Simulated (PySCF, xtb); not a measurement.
C3H8Mg, SMILES C[CH]([MgH])C.

GFN2-xTB in xtb at its own geometry gives an orbital gap of 2.70 eV and a dipole moment of 2.64 D.

The structure is a stationary point at r2SCAN-D4/def2-SVP. The structure was generated by enumeration; whether it is a known compound was not checked.

What does CAM-B3LYP/def2-TZVP (PySCF) give? (An estimate is asked for; the answer gives what the named calculation found.)

gap 7.78 eV (levels -7.40 and 0.38 eV), dipole 0.44 D.
